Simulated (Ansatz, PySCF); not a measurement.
Process, species as SMILES: CB(I)I [diiodo(methyl)borane] → [CH2-]B(I)I + H+
Each molecule is optimised on its own at B3LYP-D3(BJ)/def2-TZVP (Ansatz, a program for electronic structure), one conformer each, not searched for the lowest.

Wanted: gas-phase deprotonation energy (0 K, with B3LYP-D3(BJ) harmonic zero-point energies from PySCF), in eV. Correlated levels leave the core frozen unless marked. Spin-orbit coupling is left out. Frozen are the shells of the preceding noble gas and the d and f shells that filled before the atom's block. In def2 rows, elements after Kr have scalar-relativistic effective core potentials. STO-3G rows are all-electron and non-relativistic. Anions need diffuse functions: def2-D sets add few; the other sets have none. CBS(X,Y): correlation extrapolated as X^-3; Hartree-Fock from the larger set. The bracket is a focal-point correction in the basis named.

```tsv
level	program	gas-phase deprotonation energy (eV)	minus last row
HF/STO-3G	Ansatz	18.54	3.89
HF/def2-QZVPPD	Ansatz	14.95	0.30
revPBE/def2-TZVPD	Ansatz	14.79	0.14
B3LYP-D4/def2-TZVPD	Ansatz + dftd4	14.74	0.09
B3LYP/def2-TZVPD	Ansatz	14.74	0.09
PBE0/STO-3G	Ansatz	18.02	3.37
r2SCAN0-D4/def2-TZVPD	Ansatz + dftd4	14.78	0.13
RPA@PBE/def2-TZVPP	Ansatz	15.02	0.37
MP2/def2-SVP	Ansatz	14.97	0.32
MP2/def2-QZVPP	Ansatz	14.64	-0.01
MP2/CBS(def2-TZVPPD,def2-QZVPPD)	Ansatz	14.58	-0.07
RI-MP2/CBS(def2-TZVPPD,def2-QZVPPD)	Ansatz	14.58	-0.07
SCS-MP2/STO-3G	Ansatz	18.35	3.70
SCS-MP2/def2-SVPD	Ansatz	14.70	0.05
CCSD/def2-TZVPP	Ansatz	14.87	0.22
CCSD/def2-TZVPPD	Ansatz	14.83	0.18
CCSD(T)/def2-TZVPP	Ansatz	14.81	0.16
CCSD(T)/def2-QZVPP	Ansatz	14.72	0.07
CCSD(T)/def2-QZVPPD	Ansatz	14.70	0.05
RI-MP2/CBS(def2-TZVPPD,def2-QZVPPD)+[CCSD(T)-MP2]/def2-SVPD	Ansatz	14.69	0.04
CCSD(T)/CBS(def2-TZVPPD,def2-QZVPPD)	Ansatz	14.65	0.00
```
